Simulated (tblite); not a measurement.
Parent: `[O:1]=[CH:2][C:3](=[O:4])[SiH2:5][SiH2:6][PH2:7]` with O1–C2–C3–O4 -133°, C2–C3–Si5–Si6 -57°, C3–Si5–Si6–P7 -148°, Si5–Si6–P7–H 45° and -48°, C2H7O2PSi2.

Structures optimised with GFN2-xTB, isolated species. One conformer each, not checked by frequencies here.

```
coordinate of the parent    value
                   O1=C2  1.215 Å
                   C2–C3  1.469 Å
                   C3=O4  1.206 Å
                  C3–Si5  1.934 Å
                 Si5–Si6  2.348 Å
                  Si6–P7  2.263 Å
                O1–C2–C3   122.6°
                C2–C3–O4   128.9°
               C2–C3–Si5   106.7°
               O4–C3–Si5   124.2°
              C3–Si5–Si6    99.3°
              Si5–Si6–P7   109.9°
```

Question: How does the shared frame change in `[O:1]=[C:2]([SiH2:3][SiH2:4][PH2:5])[C:6](=[O:7])[CH:8]1[CH2:9][CH2:10]1` with O1–C2–Si3–Si4 -100°, C2–Si3–Si4–P5 167°, Si3–Si4–P5–H 73° and 166°, O1–C2–C6–O7 153°, C2–C6–C8–C9 153°, C5H11O2PSi2? Atoms pair as O1 = O7, C2 = C6, C3 = C2, O4 = O1, Si5 = Si3, Si6 = Si4, P7 = P5 (parent first).

Answer: 
```csv
parent,relative,value in the relative,change
O1=C2,O7=C6,1.220 Å,+0.005
C2–C3,C6–C2,1.510 Å,+0.041
C3=O4,C2=O1,1.210 Å,+0.004
C3–Si5,C2–Si3,1.913 Å,-0.021
Si5–Si6,Si3–Si4,2.326 Å,-0.022
Si6–P7,Si4–P5,2.249 Å,-0.014
O1–C2–C3,O7–C6–C2,116.5°,-6.1
C2–C3–O4,C6–C2–O1,123.6°,-5.3
C2–C3–Si5,C6–C2–Si3,109.5°,+2.8
O4–C3–Si5,O1–C2–Si3,126.6°,+2.4
C3–Si5–Si6,C2–Si3–Si4,106.3°,+7.0
Si5–Si6–P7,Si3–Si4–P5,106.5°,-3.4
```

Of the parent's bonds, C2–C3 changes most (+0.041 Å). Bonds of the relative outside the shared frame: C6–C8 1.462, C8–C9 1.517, C9–C10 1.479, C8–C10 1.518 Å. Point group C1 → C1.

Question: How does the shared frame change in `[CH2:1]=[C:2]([CH3:3])[C:4](=[O:5])[C:6](=[O:7])[SiH2:8][SiH2:9][PH2:10]` with C1–C2–C4–O5 -14°, C2–C4–C6–O7 -63°, C4–C6–Si8–Si9 55°, C6–Si8–Si9–P10 156°, Si8–Si9–P10–H -167° and -74°, C5H11O2PSi2? Atoms pair as O1 = O5, C2 = C4, C3 = C6, O4 = O7, Si5 = Si8, Si6 = Si9, P7 = P10 (parent first).

Answer: 
```tsv
parent	relative	value in the relative	change
O1=C2	O5=C4	1.233 Å	+0.018
C2–C3	C4–C6	1.478 Å	+0.009
C3=O4	C6=O7	1.207 Å	+0.001
C3–Si5	C6–Si8	1.932 Å	-0.002
Si5–Si6	Si8–Si9	2.343 Å	-0.005
Si6–P7	Si9–P10	2.275 Å	+0.012
O1–C2–C3	O5–C4–C6	118.3°	-4.3
C2–C3–O4	C4–C6–O7	129.3°	+0.4
C2–C3–Si5	C4–C6–Si8	105.9°	-0.8
O4–C3–Si5	O7–C6–Si8	124.4°	+0.2
C3–Si5–Si6	C6–Si8–Si9	97.7°	-1.6
Si5–Si6–P7	Si8–Si9–P10	101.8°	-8.1
```

Of the parent's bonds, O1–C2 changes most (+0.018 Å). Bonds of the relative outside the shared frame: C1=C2 1.334, C2–C3 1.496, C2–C4 1.474 Å. Point group C1 → C1.

Question: How does the shared frame change in `[CH2:1]=[CH:2][C:3](=[O:4])[C:5](=[O:6])[SiH2:7][SiH2:8][PH2:9]` with C1–C2–C3–O4 3°, C2–C3–C5–O6 31°, C3–C5–Si7–Si8 -75°, C5–Si7–Si8–P9 -176°, Si7–Si8–P9–H 45° and -48°, C4H9O2PSi2? Atoms pair as O1 = O4, C2 = C3, C3 = C5, O4 = O6, Si5 = Si7, Si6 = Si8, P7 = P9 (parent first).

Answer: 
```tsv
parent	relative	value in the relative	change
O1=C2	O4=C3	1.220 Å	+0.005
C2–C3	C3–C5	1.507 Å	+0.038
C3=O4	C5=O6	1.209 Å	+0.003
C3–Si5	C5–Si7	1.916 Å	-0.018
Si5–Si6	Si7–Si8	2.333 Å	-0.015
Si6–P7	Si8–P9	2.247 Å	-0.016
O1–C2–C3	O4–C3–C5	116.7°	-5.9
C2–C3–O4	C3–C5–O6	124.2°	-4.7
C2–C3–Si5	C3–C5–Si7	109.1°	+2.4
O4–C3–Si5	O6–C5–Si7	126.3°	+2.1
C3–Si5–Si6	C5–Si7–Si8	107.1°	+7.8
Si5–Si6–P7	Si7–Si8–P9	112.7°	+2.8
```

Of the parent's bonds, C2–C3 changes most (+0.038 Å). Bonds of the relative outside the shared frame: C1=C2 1.330, C2–C3 1.465 Å. Point group C1 → C1.

The numbers are calculated, not measured.
